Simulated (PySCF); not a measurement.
## Cl⁻ (chlorine, charge -1) across methods

[Ar], closed-shell 1S. All numbers are calculated (PySCF 2.14, the spin-free X2C one-electron Hamiltonian (Gaussian nucleus), in aug-cc-pVTZ-DK (6s5p3d2f, 50 functions)).

```tsv
method	E (hartree)	mean ε 2p (eV)	mean ε 3s (eV)	mean ε 3p (eV)	Σ⟨r²⟩ (bohr²)	⟨S²⟩
r2SCANh	-461.6718	-187.17	-12.949	-0.449	38.89	0.000
PBE0	-461.5553	-188.87	-13.700	-0.976	39.04	0.000
PBE	-461.5225	-181.83	-11.321	0.263	39.96	0.000
revPBE	-461.6290	-181.75	-11.279	0.316	39.87	0.000
LDA	-460.2038	-181.82	-11.366	0.124	40.05	0.000
UHF	-460.98165	-209.44	-20.131	-4.075	38.39	0.000
TPSS	-461.7262	-182.31	-11.627	0.230	39.36	0.000
BP86	-461.7620	-182.08	-11.435	0.151	39.84	0.000
r2SCAN	-461.6736	-184.63	-12.102	0.025	39.05	0.000
```

The highest occupied level is positive at PBE, revPBE, LDA, TPSS, BP86, r2SCAN: only the finite basis holds that electron, which in a density functional comes from self-interaction.
